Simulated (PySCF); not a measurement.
# Bonding in `C=CP(N)CCP(C)C`

C₆H₁₅NP₂.
Atom-mapped SMILES: `[CH2:1]=[CH:2][P:3]([NH2:4])[CH2:5][CH2:6][P:7]([CH3:8])[CH3:9]` (hydrogens: H10, H11 on C1; H12 on C2; H13, H14 on N4; H15, H16 on C5; H17, H18 on C6; H19, H20, H21 on C8; H22, H23, H24 on C9)

Cartesian coordinates in Å at the GFN2-xTB level; atoms count from 1:
```xyz
24
C6H15NP2 angstrom
C     -3.9329   -0.8940    0.0510
C     -2.7228   -1.0822   -0.4532
P     -1.1597   -0.4495    0.2436
N     -1.6101    1.0911    0.7835
C     -0.3835    0.0276   -1.3793
C      0.8775    0.8044   -1.0322
P      1.4254    0.2858    0.6598
C      3.0379    1.2027    0.7050
C      2.0777   -1.3903    0.2684
H     -4.1086   -0.2693    0.9139
H     -4.8103   -1.3512   -0.3781
H     -2.5853   -1.7535   -1.2931
H     -2.6040    1.2760    0.7036
H     -1.2970    1.2628    1.7325
H     -1.0795    0.6152   -1.9838
H     -0.1437   -0.8902   -1.9220
H      1.6765    0.6621   -1.7666
H      0.6547    1.8730   -0.9725
H      3.6523    0.9874   -0.1684
H      3.5821    0.9207    1.6048
H      2.8317    2.2710    0.7489
H      1.2401   -2.0679    0.1119
H      2.6602   -1.7472    1.1162
H      2.7094   -1.3647   -0.6195
```

Bond orders from the PBE0/pcSseg-1 density (PySCF). One conformer (not necessarily the lowest) at the GFN2-xTB geometry, without solvent, vibrations or thermal averaging.

Q: Where do the orders between heavy atoms depart from those drawn in the SMILES?

A: The largest departure is 0.070, at C2–P3 (drawn single, 0.930) and P3–C5 (drawn single, 0.932).

Q: Give the Mayer order of every bond between heavy atoms, beside its length.

A: 
```json
{"bond": "C1–C2", "drawn as": "double", "length (Å)": "1.324", "Mayer order": "1.944"}
{"bond": "C2–P3", "drawn as": "single", "length (Å)": "1.825", "Mayer order": "0.930"}
{"bond": "P3–N4", "drawn as": "single", "length (Å)": "1.693", "Mayer order": "0.991"}
{"bond": "P3–C5", "drawn as": "single", "length (Å)": "1.861", "Mayer order": "0.932"}
{"bond": "C5–C6", "drawn as": "single", "length (Å)": "1.521", "Mayer order": "1.011"}
{"bond": "C6–P7", "drawn as": "single", "length (Å)": "1.853", "Mayer order": "0.957"}
{"bond": "P7–C8", "drawn as": "single", "length (Å)": "1.856", "Mayer order": "0.973"}
{"bond": "P7–C9", "drawn as": "single", "length (Å)": "1.841", "Mayer order": "0.974"}
```

By pair of heavy elements: C–C: lowest C5–C6 (1.011, 1.521 Å), highest C1–C2 (1.944, 1.324 Å). C–P: lowest C2–P3 and P3–C5 (0.930, 1.825 Å), highest P7–C9 and P7–C8 (0.974, 1.841 Å); in 3 of the 10 pairs the longer bond (by over 0.003 Å) has the higher order (by 0.02 or more). Bonds named together lie within 0.004.

Q: And the bonds to hydrogen?

A: C–H: 0.94 to 0.96 (13 bonds); H–N: 0.94 (2 bonds).

Q: Sum the orders of all bonds at each heavy atom with more than one neighbour and set the sums beside the valence in the SMILES.

A: C1 3.851 (drawn 4), C2 3.814 (drawn 4), P3 2.853 (drawn 3), N4 2.869 (drawn 3), C5 3.826 (drawn 4), C6 3.848 (drawn 4), P7 2.904 (drawn 3), C8 3.836 (drawn 4), C9 3.828 (drawn 4). Orders between atoms that aren't bonded are not in these sums.

Mayer orders depend on the basis set.
